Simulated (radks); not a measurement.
A nucleus of charge 82.8 with 81 electrons, 81 electrons, occupied as [Hg] 6p1. Method: scalar-relativistic Kohn-Sham, PBE, spin-unpolarised, spherical densities, point nucleus; computed with a radial shooting solver on a logarithmic mesh with Libxc functionals.

Normalised radial functions P(r) = r R(r), r in bohr:

| r | 6p |
|---|---|
| 0.001294 | 0.0015 |
| 0.001754 | 0.0025 |
| 0.002377 | 0.0041 |
| 0.003221 | 0.0066 |
| 0.004365 | 0.0107 |
| 0.005916 | 0.0172 |
| 0.008018 | 0.0270 |
| 0.01087 | 0.0411 |
| 0.01473 | 0.0598 |
| 0.01996 | 0.0816 |
| 0.02705 | 0.1004 |
| 0.03666 | 0.1042 |
| 0.04969 | 0.0758 |
| 0.06734 | 0.0045 |
| 0.09053 | -0.0892 |
| 0.1227 | -0.1471 |
| 0.1663 | -0.0867 |
| 0.2254 | 0.0870 |
| 0.3054 | 0.2111 |
| 0.4139 | 0.1013 |
| 0.561 | -0.1830 |
| 0.7603 | -0.3352 |
| 1.03 | -0.1375 |
| 1.396 | 0.2875 |
| 1.893 | 0.6300 |
| 2.565 | 0.6866 |
| 3.476 | 0.4839 |
| 4.711 | 0.2203 |
| 6.385 | 0.0578 |
| 8.653 | 0.0074 |

6p: eigenvalue -17.204 eV, 4 radial nodes at r = 0.0683, 0.196, 0.465, 1.15 bohr, <r> = 2.69 bohr, 90 % of the charge inside 3.92 bohr.
